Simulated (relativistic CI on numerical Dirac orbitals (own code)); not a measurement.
# V²⁺ in a cubic cluster: 3p photoemission with charge transfer

Computed with a charge-transfer multiplet model of a cubic metal-ligand cluster with up to one ligand hole, Slater and spin-orbit integrals from Dirac-Coulomb-Breit ions, Slater integrals scaled by 0.7. The ground state mixes d3 with configurations of k ligand holes L, whose averages lie at kΔ + k(k − 1)U_dd/2; a core hole lowers each added d electron by U_cd. 300 K, Lorentzian 0.9 eV and Gaussian 0.8 eV FWHM.

Atomic integrals in eV (Slater integrals scaled, ζ unscaled), ground: F2dd 6.242, F4dd 3.880, zeta_d 0.019; with the core hole: F2dd 7.116, F4dd 4.461, zeta_d 0.024, zeta_core 0.548, F2cd 7.718, G1cd 9.604, G3cd 5.842.

Cluster parameters (eV): Δ = 6.1, U_dd = 5.7, 10Dq = 0.5, 10Dq(ligand) = 1.3, V(eg) = 1.25, V(t2g) = -0.58, final-state hopping factor = 1.

```csv
Case,n_d,d3,d4L,S
U_cd = 6 eV,3.14,0.86,0.14,1.50
U_cd = 6.6 eV,3.14,0.86,0.14,1.50
U_cd = 8.4 eV,3.14,0.86,0.14,1.50
```

Weights, n_d and S are thermal averages at 300 K. Binding energies count from the first peak over 30 % of the highest in each spectrum, which can be another peak from case to case. The parameters are a model scan and need not match a compound or its usual spin state. Peaks in eV (height, largest 100):
- U_cd = 6 eV: 0.0 (93), 2.0 (100), 4.1 (51), 6.9 (42), 10.1 (19), 12.6 (10), 15.4 (25), 19.7 (8)
- U_cd = 6.6 eV: 0.0 (87), 1.9 (100), 6.8 (51), 10.2 (23), 15.4 (26), 19.9 (10)
- U_cd = 8.4 eV: 0.0 (77), 2.0 (100), 7.5 (87), 11.0 (44), 15.8 (32), 21.0 (18), 23.3 (9)

Curve for U_cd = 6 eV (points under 2 left out, the grid thinned):

```csv
E (eV),Intensity
-3.5,3.4
-2.9,4.6
-2.3,6.8
-1.7,11.6
-1.1,25.2
-0.5,64.3
0.1,93.2
0.7,66.2
1.3,71.5
1.9,99.3
2.5,82.3
3.1,58.3
3.7,51.3
4.3,51.1
4.9,45.1
5.5,37.6
6.1,37.3
6.7,41.5
7.3,39.3
7.9,30.1
8.5,23.2
9.1,20.3
9.7,19.1
10.2,19.2
10.8,17.1
11.4,12.8
12.0,10.2
12.6,9.9
13.2,9.4
13.8,9.4
14.4,12.7
15.0,21.4
15.6,24.3
16.2,16.9
16.8,9.2
17.4,5.7
18.0,4.9
18.6,6.0
19.2,7.3
19.8,7.7
20.4,6.0
21.0,3.7
21.6,3.3
22.2,3.3
22.8,2.2
```

For the case U_cd = 6.6 eV, Δ = 6.1 eV is larger than U_dd = 5.7 eV, the Mott-Hubbard side of the Zaanen-Sawatzky-Allen scheme. With the core hole the configuration with one ligand hole lies at Δ − U_cd = 0.1, -0.5, -2.3 eV from the one without, in the order of the table; where this is negative the screened configuration lies lower, though the effective hopping of about 2.7 eV (from the holes of the mixed ground state) mixes the two strongly wherever it is as large as the gap.

With at most 1 ligand hole the space is cut while the next configuration still counts, so covalency is underestimated, and a final configuration with one more ligand hole, which can lie low, is missing from the spectra.
